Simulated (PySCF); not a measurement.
LDA on Se- (selenium, charge -1), [Ar] 3d10 4s2 4p5, 2P determinant. All numbers are calculated (PySCF 2.14, scalar relativity by spin-free X2C-1e, in aug-cc-pVDZ-DK (6s5p3d, 36 functions)).

```
cycle= 1 E= -2426.20006162538  delta_E= -0.0135  |g|= 0.0568  |ddm|= 0.554
cycle= 2 E= -2426.20062897827  delta_E= -0.000567  |g|= 0.0241  |ddm|= 0.0631
cycle= 3 E= -2426.20073235617  delta_E= -0.000103  |g|= 0.0066  |ddm|= 0.0481
cycle= 4 E= -2426.20076955975  delta_E= -3.72e-05  |g|= 0.000621  |ddm|= 0.0215
cycle= 5 E= -2426.20076998125  delta_E= -4.22e-07  |g|= 2.23e-05  |ddm|= 0.002
cycle= 6 E= -2426.20076998266  delta_E= -1.4e-09  |g|= 5.39e-06  |ddm|= 0.00019
cycle= 7 E= -2426.20076998269  delta_E= -3.27e-11  |g|= 5.46e-08  |ddm|= 1.74e-05
converged SCF energy = -2426.20076998269  <S^2> = 0.75187657  2S+1 = 2.0018757
```

Highest occupied orbital energy: 0.900 eV; ⟨L²⟩ = 2.02; populations by l: s 8.00, p 17.00, d 10.00.

Question: Can this result be used?

Answer: With care. The calculation finished and met its thresholds. At LDA the highest occupied level has a positive energy, so only the finite basis holds that electron; in a semilocal or global hybrid functional this comes from self-interaction and does not mean that the real anion is unbound.
